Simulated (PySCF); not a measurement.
TaO2F, SMILES [F][Ta](=[O])=[O], multiplicity 1.

Coordinates come from a B3LYP-D3(BJ)/def2-TZVP optimisation. The multiplicity is an assumed one; other spin states were not compared. The def2 effective core potentials stand for the cores of Ta; spin–orbit coupling is left out.

Computed with TDA-PBE/def2-SVPD (PySCF 2.14.0).

Vertical excitations. The molecule is in vacuum. State labels are in the subgroup Cs.

### Question
Give excitation energies, oscillator strengths and character. (The exact figures need the calculation; the answer reports its results.)

### Answer

| state | symmetry | energy (eV) | λ (nm) | f | main pairs |
|---|---|---|---|---|---|
| S1 | A" | 2.03 | 612 | 0.002 | HOMO→LUMO 100 % |
| S2 | A' | 3.11 | 398 | 0.002 | HOMO−1→LUMO 97 % |
| S3 | A' | 3.54 | 351 | 0.008 | HOMO−2→LUMO 96 % |
| S4 | A" | 3.58 | 346 | 0.003 | HOMO−3→LUMO 98 % |
| S5 | A" | 4.22 | 294 | 0.002 | HOMO−4→LUMO 58 %, HOMO→LUMO+1 41 % |
| S6 | A" | 4.35 | 285 | 0.021 | HOMO→LUMO+1 56 %, HOMO−4→LUMO 39 % |
| S7 | A' | 4.43 | 280 | 0.001 | HOMO−5→LUMO 98 % |
| S8 | A' | 5.05 | 245 | 0.002 | HOMO→LUMO+2 97 % |
| S9 | A' | 5.37 | 231 | 0.011 | HOMO−1→LUMO+1 87 % |
| S10 | A" | 5.71 | 217 | 0.000 | HOMO−6→LUMO 98 % |
| T1 | A" | 1.93 | 641 | 0 | HOMO→LUMO 100 % |
| T2 | A' | 2.89 | 430 | 0 | HOMO−1→LUMO 96 % |
| T3 | A' | 3.13 | 396 | 0 | HOMO−2→LUMO 95 % |
| T4 | A" | 3.37 | 368 | 0 | HOMO−3→LUMO 98 % |
Triplets are in the Tamm–Dancoff approximation.
